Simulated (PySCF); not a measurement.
SMILES C#C[SiH2]C(C)=O at its GFN2-xTB optimised geometry (Å):

```
12

C      2.4469    -2.0984     1.6350
C      2.1144    -1.1443     0.9821
Si     1.5936     0.3342     0.0000
C     -0.3379     0.3342     0.0000
C     -1.0338    -1.0000    -0.0286
O     -0.9463     1.3802     0.0000
H      2.7412    -2.9352     2.2015
H      2.0759     1.5668     0.6169
H      2.0419     0.1659    -1.3869
H     -0.6834    -1.5668    -0.8893
H     -2.1144    -0.8810    -0.0744
H     -0.7573    -1.5557     0.8655
```

Method: PBE/def2-TZVP run with PySCF. Cells within 0.4 Å of a nucleus heavier than hydrogen are left out (blank, or x).

Map of the HOMO amplitude (bohr^(-3/2)), clipped to [-0.25, 0.25] on the plane z = 0.0 Å; orbital energy -5.47 eV, overall sign arbitrary:

```
|4444444555555555555555555555555|
|4444444455555555555555555555555|
|4444444455555555555555555555555|
|4444444445555555555555555555555|
|4444444445555555555555555555555|
|4444444445555555555555555555555|
|4444444444555555555555555555555|
|4444444444456665555555555555555|
|4444444444457776555555555555555|
|4444444443349986555455555555555|
|44444444320xxx96544445555555555|
|44444444320xxx76444445555555555|
|4444444432102554333345555555555|
|4444444443334xx22223xx555555555|
|4444444444445xxx222xxx555555555|
|44444444445677x32223xx555555555|
|4444444445677764333345555555555|
|4444444445678765444445555555555|
|44444444445xx765444445555555555|
|44444444443xx555444455555555555|
|4444444444333444444555555544444|
|4444444444434444445555554444444|
|4444444444444444445555544444444|
|4444444444444444445555544444444|
|4444444444444444445555544444444|
|4444444444444444444555544444444|
|4444444444444444444555544444444|
|4444444444444444444555544444444|
|4444444444444444445555544444444|
|4444444444444444445555544444444|
|4444444444444444445555544444444|
```
Scale: ten equal steps from -0.250 (start of '0') to 0.250 (end of '9'), in the order '0123456789'; x runs from -4.50 to 4.50, y from -4.50 (bottom) to 4.50 (top).
